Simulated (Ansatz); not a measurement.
All numbers were calculated with Ansatz.

A structure relaxed at PBE0-D4/def2-TZVP, charge 0, multiplicity 1:

```xyz
11

C     1.276   -0.368    0.648
C     0.215   -0.731   -0.356
F    -0.409   -1.917    0.025
Sn   -1.317    0.800   -0.532
F    -1.166    1.759    1.139
H     1.989   -1.191    0.754
H     0.846   -0.143    1.625
H     1.822    0.518    0.311
H     0.655   -0.910   -1.342
H    -2.908    0.198   -0.553
H    -1.004    1.985   -1.720
```

(1) Give its formula and SMILES.

(2) Summarise the bond lengths by kind.

## Answers

(1) C2H6F2Sn, `C[CH](F)[SnH2][F]`.

(2) 1 × C–C 1.505 Å; 4 × C–H 1.091 to 1.095 Å; 1 × C–F 1.393 Å; 1 × C–Sn 2.173 Å; 1 × F–Sn 1.932 Å; 2 × H–Sn 1.702 to 1.708 Å.
